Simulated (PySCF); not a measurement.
A GIAO shielding run with PySCF 2.14 (density fitting, non-relativistic, gas phase) on `CS/C(=C\F)[SiH]1SCCS1`, C$_{5}$H$_{9}$FS$_{3}$Si:

```
$ OMP_NUM_THREADS=1 python probes_run.py task.json out

{"job": {"kind": "nmr", "xc": "PBE0", "basis": "pcSseg-1"}, "charge": 0, "multiplicity": 1}
C      3.955744     0.351311     0.200145
S      2.392293     1.092611     0.762295
C      1.139240     0.326341    -0.193045
C      1.252550    -0.522362    -1.208617
F      2.409503    -0.979319    -1.725460
Si    -0.544593     0.862354     0.440537
S     -2.035919     0.592479    -1.074118
C     -3.315387     0.088801     0.122208
C     -2.783644    -0.975728     1.050461
S     -1.340087    -0.375015     2.003625
H      4.723385     0.780462     0.836860
H      3.918050    -0.725025     0.331717
H      4.139657     0.610767    -0.837100
H      0.400550    -0.923388    -1.738788
H     -0.531835     2.241676     0.910167
H     -4.152071    -0.291931    -0.462319
H     -3.632437     0.973624     0.673004
H     -2.468790    -1.857689     0.493438
H     -3.536012    -1.260718     1.784630
```

Hardware: 1 thread of an Arm Neoverse V2, shared host. The job also computes population analyses, field gradients, ring-centre shieldings.

Question: How large is the calculation?

Answer: 110 electrons, 243 basis functions and 1354 auxiliary functions.

Question: How long does it take, and how much memory does it need?

Answer: 71 s of wall time, with 14 SCF cycles and 5 response iterations; peak memory 1.1 GiB. Times on a shared host scatter by some tens of per cent.
